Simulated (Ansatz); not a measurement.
`NB(N)S` + `C[CH2][Mg][Cl]` → `CCB(N)S` + `[NH2][Mg][Cl]`  (redistribution)

Program: Ansatz. Geometries: PBE0-D4/def2-TZVP. ΔE: electronic, gas phase. CCSD(T)/CBS adds triple-zeta CCSD(T) − MP2 to the extrapolated MP2 energy (def2 sets, frozen cores). DFT in def2-TZVPP. HSE06 is defined as in plane-wave codes. For Mg outer-core shells are correlated without core-valence functions, which leaves a few kJ/mol of doubt a bond. One conformer a species, not always the lowest.

`NB(N)S`:

Z-matrix (Å, degrees):
```
N
B 1 1.411
H 1 1.004 2 122.9
H 1 1.002 2 123.2 3 -175.0
N 2 1.411 1 122.3 3 2.9
S 2 1.844 1 121.3 3 -177.7
H 5 1.003 2 122.8 1 -173.9
H 5 1.004 2 123.3 1 5.9
H 6 1.340 2 97.0 1 13.7
```

`C[CH2][Mg][Cl]`:

```xyz
9

C     0.496    0.905   -0.652
C     0.091    0.178    0.632
Mg   -0.896   -1.644    0.391
Cl   -1.932   -3.561    0.132
H    -0.368    1.146   -1.279
H     1.009    1.851   -0.447
H     1.174    0.307   -1.268
H     0.978   -0.006    1.251
H    -0.552    0.825    1.240
```

`CCB(N)S`:

```xyz
13

C    -0.803   -0.408   -1.380
C     0.439   -0.514   -0.503
B     0.399    0.298    0.848
N    -0.710    1.062    1.217
S     1.818    0.275    2.005
H    -0.705   -0.994   -2.296
H    -1.693   -0.773   -0.859
H    -0.995    0.627   -1.680
H     1.321   -0.190   -1.069
H     0.635   -1.566   -0.262
H    -1.528    1.126    0.635
H    -0.774    1.593    2.068
H     2.596   -0.537    1.275
```

`[NH2][Mg][Cl]`:

Cartesian coordinates in Å:
```
N -0.086 0.464 0.821
Mg 0.083 -0.455 -0.803
Cl 0.280 -1.526 -2.696
H -0.440 1.401 0.944
H 0.162 0.115 1.734
```

(1) Is it downhill or uphill in electronic energy at CCSD(T)/CBS, and by how much? (An estimate is asked.)

(2) What do these levels give: PBE-D4, revPBE-D4, PBE0-D4, B2PLYP, PBE, r2SCAN0, HSE06, BHLYP, LC-ωPBE, HF/def2-SVP, CCSD(T)/def2-SVP, CCSD/def2-TZVPP? (Best estimate.)

Largest T1 diagnostic among the species: 0.011.

Answers

(1) The calculation gave: Downhill: ΔE = -9.4 kJ/mol.

(2) Ansatz gave: PBE-D4 -2.9, revPBE-D4 -5.0, PBE0-D4 -4.3, B2PLYP -5.8, PBE -0.3, r2SCAN0 -8.0, HSE06 -1.4, BHLYP -3.0, LC-ωPBE -7.8, HF/def2-SVP -3.8, CCSD(T)/def2-SVP -9.9, CCSD/def2-TZVPP -9.7 kJ/mol.

In def2-TZVPP, CCSD(T) changes the Hartree–Fock value by −6.3 kJ/mol (the triples alone add −0.2 kJ/mol) and MP2 by −8.7 kJ/mol. Leaving LDA and LC-ωPBE aside and taking each functional with its dispersion term where it has one, the values, not all of them listed here, spread over 7.6 kJ/mol, from r2SCAN-D4 to PBE-D4.
